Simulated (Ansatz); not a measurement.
Cl3Te, doublet, at a GFN2-xTB geometry (the spin is typed, not shown lowest) (all electrons, no relativity); SC-NEVPT2/STO-3G, CASSCF(5,4) (Ansatz, a first-principles code).

Here is a job for Ansatz.
Ansatz 0.2 input:
```yaml
crystal:
  periodic: [false, false, false]
  atoms:
    - {symbol: Te, position_ang: [0.24557998, 0.09428763, 0.37155142]}
    - {symbol: Cl, position_ang: [2.08544212, -0.00951664, -1.24990324]}
    - {symbol: Cl, position_ang: [-1.68337595, -0.94447219, 1.47838940]}
    - {symbol: Cl, position_ang: [-1.15325199, 0.66557961, -1.36499639]}
basis:
  gaussian:
    orbitals: STO-3G
correlation: {method: sc_nevpt2, electrons: all, active_space: {window: {electrons: 5, orbitals: 4}}}
magnetization: {spin_polarized: false, initial_magnetization: 1}
```

The log (banner, timings and long lists left out):

```
Functional definition: HF
580 factors; integrals over basis functions are off by at most 1.5e-5 eV
mean field evaluation 1: about -215263.1156 eV, gradient 1.6e1 eV
mean field evaluation 2: about -215263.1601 eV, gradient 1.6e1 eV
mean field evaluation 4: about -215265.5484 eV, gradient 8.7e-1 eV
mean field evaluation 8: about -215265.5722 eV, gradient 2.9e-6 eV
mean field -215265.57217431 eV, -7910.8638651605 hartree, gradient 9.6e-6 eV, S^2 0.750000; 0 other end points of the search recorded, 0 dependent functions left out
reference -215265.57217431 eV, -7910.8638651605 hartree; 52, 51 occupied and 2, 3 virtual orbitals, 580 factors
state -215266.27377275 eV, -7910.8896484277 hartree
state -215266.27377275 eV, -7910.8896484277 hartree; corrected -215266.88393151 eV, -7910.9120713484 hartree
Total energy: -215266.88393151 eV, -7910.9120713484 hartree
```
